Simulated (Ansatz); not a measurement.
A structure relaxed at PBE-D4/def2-SVP in Ansatz, charge 0, singlet:

Cartesian coordinates in Å:
```
B -0.332 0.296 0.455
C -1.299 1.572 0.168
H -1.317 1.871 -0.903
H -0.986 2.465 0.753
H -2.351 1.367 0.469
C -0.294 -0.154 2.018
H 0.369 -1.027 2.202
H -1.307 -0.425 2.393
H 0.060 0.672 2.675
N 1.143 0.605 -0.058
C 1.804 -0.035 -1.010
C 1.255 -1.118 -1.720
C -0.050 -1.526 -1.394
N -0.771 -0.935 -0.455
H 1.636 1.378 0.393
H 2.828 0.308 -1.247
H 1.827 -1.627 -2.503
H -0.506 -2.374 -1.937
H -1.709 -1.312 -0.299
```

Problem. Give its formula, name or SMILES and point group.

Solution. BMe2(nacnacH) (C₅H₁₁BN₂). Point group C2v (tolerance 0.1 Å).

Problem. Summarise the bond lengths by kind (pairs closer than 1.2 times the sum of covalent radii, bridged metal pairs left out).

Solution. 2 × C–N 1.32 Å; 2 × B–C 1.63 Å; 2 × C–C 1.41 Å; 2 × B–N 1.59 Å; 9 × C–H 1.10 to 1.11 Å; 2 × H–N 1.02 Å.
